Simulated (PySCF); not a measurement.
Species: C6H6NO (doublet state).
Structure used (GFN2-xTB), in Å, numbered top down from 1:
```xyz
14
C6H6NO angstrom
C      2.392    1.620   -0.399
C      1.601    0.590   -0.280
C      2.109   -0.729   -0.402
N      2.529   -1.790   -0.502
C      0.094    0.703   -0.005
O     -0.445    1.764    0.115
C     -0.592   -0.634    0.092
C     -2.083   -0.484    0.365
H      2.277    2.679   -0.354
H     -0.421   -1.174   -0.844
H     -0.107   -1.210    0.886
H     -2.246    0.046    1.300
H     -2.550   -1.463    0.430
H     -2.559    0.081   -0.433
```

The hyperfine couplings belong to this conformer and change with its torsions.

As a line formula: `[H]/[C]=C(/C#N)C(=O)CC` [radical].

The calculation used PySCF 2.14.0, UKS B3LYP, pcH-1 on C H N O, non-relativistic, mean-field spin-orbit, GIAO. Geometry: GFN2-xTB, one conformer, isolated molecule. Couplings are sensitive to structure, and on GFN2-xTB geometries they can be far from those on DFT ones. No stability test was run, so a lower SCF solution isn't excluded.

Question: Break the g tensor into its mass correction, gauge correction and orbital-Zeeman/spin–orbit terms.

Answer: 
```tsv
Δg (ppm)	1	2	3
relativistic mass correction	-153	-153	-153
gauge correction	6	31	-52
orbital Zeeman/spin–orbit	-333	-223	1005
total	-480	-344	799
```

So g = 2.00184, 2.00198, 2.00312 and g_iso = 2.00231; the tensor is close to axial: the two nearest values differ by 11 % of g3 − g1. Axes: g2 points within 7° of the C1–C2 bond.

Question: What effective moment and Curie constant follow for a powder?

Answer: With the mean of g² = 4.0093 and S(S+1) = 0.75: μ_eff = √(⟨g²⟩S(S+1)) = 1.734 μB and χT = 0.12505·⟨g²⟩·S(S+1) = 0.376 cm³ K/mol (cgs; spin-Hamiltonian part alone).

Question: How much does each term add to the isotropic shift?

Answer: The mass correction -153, the orbital-Zeeman/spin–orbit term 150 and the gauge correction -5 ppm, for a total of -8 ppm. The mass correction is the same along every axis, so the anisotropy comes from the other two: their spans along these axes are 84 (gauge) and 1338 ppm (orbital Zeeman/spin–orbit).

Question: What are the electron Larmor frequencies g μB B/h along the three axes at 3350 mT?

Answer: 93.8611, 93.8674, 93.9211 GHz for g1, g2 and g3, a range of 60.0 MHz.

Question: In a frozen sample, at which fields do the three g values resonate at 9.5, 34, 94 and 263 GHz (hyperfine left aside), and which band first spreads them over more than twice a line width of 0.3 mT?

Answer: 
```
band    GHz  B(g3) mT  B(g2) mT  B(g1) mT  spread mT
   X    9.5    338.85    339.04    339.06       0.22
   Q   34.0   1212.72   1213.41   1213.50       0.77
   W   94.0   3352.82   3354.73   3354.96       2.14
   J  263.0   9380.75   9386.11   9386.74       5.99
```

The spread grows in proportion to the frequency. Q band is the first where it exceeds 0.6 mT.

Largest spin populations (Mulliken): C1 (+1.06), C2 (-0.16) and C5 (+0.07). No atom but C1 exceeds +0.15.

The HOMO–LUMO gaps are 4.71 eV among the α and 4.32 eV among the β orbitals.
